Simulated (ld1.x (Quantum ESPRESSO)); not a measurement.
What one change does to a pseudopotential (As (Z = 33), TM)

* Element: As
* Generator: ld1.x (Quantum ESPRESSO) 7.5
* Type: norm-conserving Troullier–Martins (Kleinman–Bylander form)
* Functional: PBE
* Relativity: scalar-relativistic
* Frozen core: [Ar]
* Valence charge: 15
* Reference configuration: 3d10 4s2 4p2 (charge +1)
* Partial waves: 4s (bound): rc 1.20 bohr; 4p (bound): rc 1.80 bohr; 3d (bound): rc 1.10 bohr
* Local potential: the d channel
* Core correction: a·sin(br)/r model core, default radius (core density twice the valence density)

Change: wave 4p (bound): rc 1.80 bohr becomes 4p (bound): rc 2.02 bohr.

Cutoffs: the cutoffs (Ry, on a coarse ladder) from which the occupation-weighted sum of valence levels, in a spherical-Bessel basis at the reference potential, stays within 10 and 1 mRy of its value at 400 Ry; they do not see the model core or the augmentation charge, which bear on the density cutoff. Errors are all-electron minus pseudo energies relative to the spin-unpolarised reference configuration.

Problem. What does the change do?

Solution. Both files keep a bound ghost (p, s); of the 7 tests that both files solve, the error grows in 1 and shrinks in 3 by more than 15 % and 0.3 meV (median size 3.1 → 2.9 meV).

| quantity | base | changed |
| --- | --- | --- |
| cutoff, loose | 230 Ry | 230 Ry |
| cutoff, tight | over 300 Ry | over 300 Ry |
| bound ghosts | s, p | s, p |
| error for 3d10 4s2 4p3, meV [ΔE -9.15 eV] | +2.4 | +2.4 |
| error for 3d10 4s2 4p1, meV [ΔE 17.92 eV] | -1.0 | -1.2 |
| error for 3d10 4s2 4p0, meV [ΔE 45.62 eV] | -0.7 | -2.9 |
| error for 3d10 4s2 4p3.3, meV [ΔE -10.38 eV] | +3.1 | +3.1 |
| error for 3d10 4s0 4p5, meV [ΔE 9.91 eV] | -17 | -13 |
| error for 3d10 4s1 4p4, meV [ΔE 0.27 eV] | -4.3 | -3.2 |
| error for 3d10 4s1 4p3, meV [ΔE 10.11 eV] | -3.5 | -2.5 |

 A true bound ghost makes a file unfit for plane-wave use even where its test errors are small: the radial tests pick states by their node count and pass the ghost by.
